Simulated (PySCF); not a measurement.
Compound: C₆H₉OP.
Z-matrix (Å and degrees, PBE0-D3(BJ)/def2-SVP geometry), rows numbered from 1:
```
C 
C   1  1.3339
P   2  1.8082  1  118.16
O   3  1.5001  2  113.42  1    -0.47
C   3  1.8080  2  105.33  1  -125.06
C   5  1.3339  3  118.27  2   125.20
C   3  1.8084  2  105.14  1   124.15
C   7  1.3339  3  118.45  2  -124.66
H   1  1.0942  2  121.95  3  -179.90
H   1  1.0955  2  119.70  3     0.10
H   2  1.0963  1  122.09  3   179.86
H   5  1.0964  3  119.69  2   -54.93
H   6  1.0942  5  121.92  3   179.89
H   6  1.0955  5  119.72  3    -0.11
H   7  1.0964  3  119.57  2    55.32
H   8  1.0942  7  121.89  3   179.98
H   8  1.0955  7  119.76  3    -0.00
```

Computed with PySCF at PBE0/def2-SVPD, non-relativistic, on one gas-phase PBE0-D3(BJ)/def2-SVP geometry that isn't relaxed in the solvent. The solvent is an IEF-PCM continuum (cavity from Bondi-type radii × 1.2), and excitations are vertical TDDFT with non-equilibrium linear response and a frozen core. Specific hydrogen bonds and non-electrostatic terms are outside this model.

Gas-phase singlets (H = HOMO, L = LUMO):

| state | E (eV) | λ (nm) | f | leading configurations |
| --- | --- | --- | --- | --- |
| S1 | 5.444 | 228 | 0.000 | H→L 51%, H-1→L+1 46% |
| S2 | 5.586 | 222 | 0.016 | H-1→L 44%, H→L+1 43% |
| S3 | 5.587 | 222 | 0.016 | H-1→L+1 45%, H→L 41% |
| S4 | 5.639 | 220 | 0.002 | H→L+1 49%, H-1→L 49% |
| S5 | 6.173 | 201 | 0.036 | H-2→L+1 70%, H-3→L 15% |

Task: How does the list change in chloroform (ε = 4.711)?

Result: 
```
state  E (eV)  λ (nm)      f  leading configurations  change by rank (eV)
   S1   5.697     218  0.000  H-1→L 51%, H-2→L+1 48%               +0.253
   S2   5.883     211  0.042  H-2→L 45%, H-1→L+1 44%               +0.297
   S3   5.884     211  0.044  H-2→L+1 46%, H-1→L 43%               +0.297
   S4   5.965     208  0.003  H-1→L+1 46%, H-2→L 46%               +0.326
   S5   6.178     201  0.095     H→L+1 80%, H-3→L 9%               +0.005
```

Task: How do the frontier levels move from gas to chloroform?

Result: 
| orbital | gas (eV) | solvent (eV) | change (eV) | Löwdin shares, gas | Löwdin shares, solvent |
| --- | --- | --- | --- | --- | --- |
| LUMO+2 | 0.48 | 0.55 | +0.07 | C7 11 %, C5 11 %, C2 11 %, C8 8 % | P3 10 %, C7 9 %, C8 9 %, C5 9 % |
| LUMO+1 | -0.97 | -0.93 | +0.04 | C1 23 %, C6 18 %, C2 18 %, C5 15 % | C1 23 %, C6 18 %, C2 18 %, C5 15 % |
| LUMO | -0.98 | -0.94 | +0.04 | C8 27 %, C7 21 %, C6 10 %, C5 9 % | C8 27 %, C7 21 %, C6 10 %, C5 9 % |
| HOMO | -7.79 | -7.97 | -0.18 | O4 65 %, P3 13 %, C7 10 %, C5 4 % | C7 15 %, C5 15 %, C2 15 %, C8 15 % |
| HOMO-1 | -7.79 | -8.05 | -0.26 | O4 64 %, P3 13 %, C2 9 %, C5 6 % | O4 52 %, P3 13 %, C7 12 %, C5 6 % |
| HOMO-2 | -7.99 | -8.05 | -0.06 | C7 16 %, C8 15 %, C5 15 %, C2 15 % | O4 52 %, P3 13 %, C2 11 %, C5 8 % |
| HOMO-3 | -8.39 | -8.41 | -0.02 | C2 20 %, C1 18 %, C5 18 %, C6 16 % | C2 18 %, C1 16 %, O4 16 %, C5 16 % |

The HOMO–LUMO gap goes from 6.81 to 7.03 eV. Rows go by rank; for HOMO-3, HOMO-2, HOMO-1 and HOMO the atom shares or the degeneracy differ between the runs, so the row needn't follow one orbital. Shares within a degenerate set are those of one arbitrary member.
